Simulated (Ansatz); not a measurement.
Frontier orbitals of CH$_{5}$FSeSi (`FC[SiH2][SeH]`).

```csv
atom,x (Å),y (Å),z (Å)
F1,-0.6568,-1.9477,0.4674
C2,-0.6237,-0.9375,-0.4805
Si3,-0.1945,0.7285,0.3110
Se4,1.8631,0.7556,1.2789
H5,-1.6094,-0.8804,-0.9589
H6,0.1057,-1.2092,-1.2515
H7,-1.1438,1.0241,1.4108
H8,-0.2954,1.7546,-0.7606
H9,2.5548,0.7119,-0.0167
```

Charge 0, multiplicity 1. Correlated methods include outer-core shells of Se, which these sets cover unevenly. Scalar relativity is left out up to krypton. The geometry is a stationary point of PBE0-D4/def2-TZVP. It is one conformer, not always the lowest. Basis def2-TZVPP, the Gaussian-basis code of Ansatz.

Orbital energies of one run (eV). Highest occupied ones, from the top: -6.27, -7.71, -8.21, -8.72, -9.04, -10.28, -11.09, -12.40, -12.66, -13.64, -18.03, -18.63, -31.50, -54.57. Empty: -0.60, -0.37, 0.28, 0.36, 1.41, 1.63.

Question: Which functional gave them?
A. CAM-B3LYP
B. r2SCAN
C. ωB97X-V
D. BLYP

Answer: B. HOMO energies: r2SCAN -6.27, ωB97X-V -9.45, CAM-B3LYP -8.43, BLYP -5.83 eV.
